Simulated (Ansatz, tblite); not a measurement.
Spin states of the cluster Pd₂O₂⁻ (the lowest doublet isomer of a short search), each relaxed with r2SCAN-D4/def2-TZVPD in Ansatz. Electronic energies in the gas phase.

In the def2 sets Pd takes a core potential; there is no spin–orbit coupling. The xTB rows come from tblite. Correlated methods freeze 2 core orbitals; core or outer-core shells of Pd are correlated, in sets that lack core-valence functions. The structure comes from a short search, and lower isomers may exist.

Doublet geometry (D2h within 0.1 Å):

```xyz
4

Pd   -0.146    0.417    1.168
Pd    0.146   -0.417   -1.168
O     0.447   -1.350    0.538
O    -0.447    1.350   -0.538
```

Quartet geometry (D2h within 0.1 Å):

Cartesian coordinates in Å:
```
Pd -0.585 -0.195 -1.186
Pd 0.585 0.195 1.186
O -1.296 0.520 0.554
O 1.296 -0.520 -0.554
```

⟨S²⟩: doublet 1.26 at PBE0-D4/def2-TZVPD (pure 0.75), quartet 3.83 at PBE0-D4/def2-TZVPD (pure 3.75).

Run but left out: HF/STO-3G, HF/def2-TZVPD, r2SCANh-D4/def2-TZVPD, PBE0-D4/def2-TZVPD, HSE06-D4/def2-TZVPD, LC-ωPBE/def2-TZVPD, PBE-QIDH/def2-TZVPD, MP2/def2-TZVPD (doublet: ⟨S²⟩ 1.10 to 4.05, where a pure state has 0.75); HF/def2-SVPD, MP2/def2-SVPD, CCSD/def2-SVPD, CCSD(T)/def2-SVPD (flagged by the program: other amplitudes).

Only these spin states were relaxed. Higher spins weren't run and may lie lower.

```csv
level,quartet − doublet (kJ/mol),lowest of these,remarks
GFN1-xTB,147.0,doublet,–
PBE-D4/def2-TZVPD,65.5,doublet,"HOMO above zero (doublet), HOMO above zero (quartet)"
RPA@PBE/def2-TZVPD,57.4,doublet,–
```

(1) Estimate the rows for GFN2-xTB, r2SCAN-D4/def2-TZVPD.

Answers

(1) 
```csv
level,quartet − doublet (kJ/mol),lowest of these,remarks
GFN2-xTB,136.5,doublet,–
r2SCAN-D4/def2-TZVPD,45.2,doublet,"HOMO above zero (doublet), HOMO above zero (quartet)"
```

The xTB methods have no term that favours high spin, so they put low spin too low.
